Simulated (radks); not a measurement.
These are the eigenvalues of the occupied orbitals of an atom or ion with whole-number occupations (hartree). Calculated with a radial shooting solver on a logarithmic mesh with Libxc functionals: Dirac Kohn-Sham, BLYP, spin-unpolarised, spherical densities, point nucleus.

1s1/2: -2879.581
2s1/2: -506.5342
2p1/2: -485.4886
2p3/2: -421.9218
3s1/2: -119.9481
3p1/2: -110.5149
3p3/2: -96.54171
3d3/2: -80.85631
3d5/2: -77.84496
4s1/2: -26.77651
4p1/2: -22.77715
4p3/2: -19.44772
4d3/2: -12.90409
4d5/2: -12.28514
5s1/2: -5.01225
4f5/2: -3.92542
4f7/2: -3.79838
5p1/2: -3.73007
5p3/2: -3.16991
5d3/2: -1.44918
5d5/2: -1.38924

Which element is it, and in what charge state? The configuration may be excited. Open shells, if any, fill j = l - 1/2 first.

Answer. Z = 78, platinum, charge +3: Pt3+ in [Xe] 4f14 5d7. The list shows which subshells hold electrons but not how many an open one holds; the 1s level, -2879.6 hartree, gives Z - s = 75.9 by -(Z - s)^2/2, which with screening and relativity narrows Z to a few neighbours, and the depths of the outer levels then fix element, charge and occupations together.
